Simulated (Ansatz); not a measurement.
Snn (charge +1): gap (eV) at several levels, gas phase, relaxed structures; Ansatz. Clusters are the lowest isomers that short searches found in that spin, judged at the geometry's level. Core potentials for Sn in the def2 sets, no spin–orbit coupling. HOMO and LUMO are taken over both spins. The structures are stationary points that may keep the symmetry of their start. Remarks come from the PBE and PBE0 runs and from stability tests at other levels; not every state was tested.

```csv
species,state,geometry,PBE-D4/def2-TZVP,r2SCAN-D4/def2-TZVP,PBE0-D4/def2-SVP,PBE0-D4/def2-TZVP,remarks
Sn3⁺,doublet,B3LYP-D4/def2-SVP,0.33,0.69,1.78,1.81,quartet lower at PBE0
Sn4⁺,doublet,B3LYP-D4/def2-SVP,0.21,0.58,1.61,1.64,–
Sn6⁺,doublet,r2SCAN-D4/def2-SVP,0.50,0.94,1.87,1.88,–
```

(1) Estimate the column for PBE-D4/def2-SVP.

(1) Sn3⁺ 0.31; Sn4⁺ 0.19; Sn6⁺ 0.50.

Over the 3 species that have every level, the mean is 0.34 at PBE-D4/def2-SVP, 0.35 at PBE-D4/def2-TZVP, 0.74 at r2SCAN-D4/def2-TZVP, 1.76 at PBE0-D4/def2-SVP, 1.77 at PBE0-D4/def2-TZVP. Orbital gaps grow with the share of exact exchange and aren't one observable across functionals.
